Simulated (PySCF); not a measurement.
# Electric field gradients and quadrupole coupling constants

Compound: C₄H₇FSSi.
Z-matrix (Å and degrees, GFN2-xTB geometry), rows numbered from 1:
```
F 
Si  1  1.6179
C   2  1.9034  1  111.02
C   3  1.5397  2  105.37  1  -103.14
C   4  1.4967  3  108.93  2   -29.84
S   5  1.6213  4  123.47  3  -134.31
C   5  1.4894  4  112.89  3    43.37
H   2  1.4487  1  105.30  3   130.04
H   3  1.0897  2  110.87  1   138.99
H   3  1.0886  2  114.03  1    18.52
H   4  1.0902  3  112.33  2  -153.05
H   4  1.0950  3  109.34  2    87.42
H   7  1.0940  2  108.69  1    10.64
H   7  1.0876  2  117.07  1  -110.49
```

Field gradients from the PBE0/pcSseg-1 density (PySCF, non-relativistic), principal values in atomic units, ordered |Vxx| ≤ |Vyy| ≤ |Vzz|:

| atom | Vxx | Vyy | Vzz |
| --- | --- | --- | --- |
| S6 | 1.1562 | 1.7639 | -2.9201 |

Question: Find the asymmetry η = (Vxx − Vyy)/Vzz and the couplings χ = eQV/h (234.96 MHz × Q in barn × V in au), with Q(33S) = −0.0678 b.

Answer: 
| atom | environment | nucleus | η | χzz (MHz) | χxx (MHz) | χyy (MHz) |
| --- | --- | --- | --- | --- | --- | --- |
| S6 | thiocarbonyl sulfur | 33S | 0.21 | 46.52 | -18.42 | -28.10 |

The tensor is traceless: Vxx + Vyy + Vzz = 0.

Question: What is Vzz at S6 in SI units (1 au = 9.71736 × 10²¹ V/m²)?

Answer: -2.9201 au = -28.375 × 10²¹ V/m².

Question: What couplings would deuterons (Q(2H) = 0.00286 b) have in place of the hydrogens, at this geometry?

Answer: 
```csv
atom,bonded to,bond length (Å),Vzz (au),η,χzz (kHz)
H8,Si2,1.449,0.1693,0.01,114
H9,C3,1.090,0.3140,0.03,211
H10,C3,1.089,0.3171,0.04,213
H11,C4,1.090,0.3023,0.01,203
H12,C4,1.095,0.2989,0.02,201
H13,C7,1.094,0.3088,0.05,207
H14,C7,1.088,0.3143,0.03,211
```

Geometry: GFN2-xTB, one conformer, isolated molecule. GFN2-xTB bond lengths can be off by several hundredths of an ångström, more for odd bonds, and the gradients follow them. With a basis this small, the couplings can be 20 % off.

The run behind these numbers computed NMR shieldings as well. On one thread, Arm Neoverse N1 (aarch64) (shared host), this took 46 s wall and 0.77 GiB of memory at its peak.
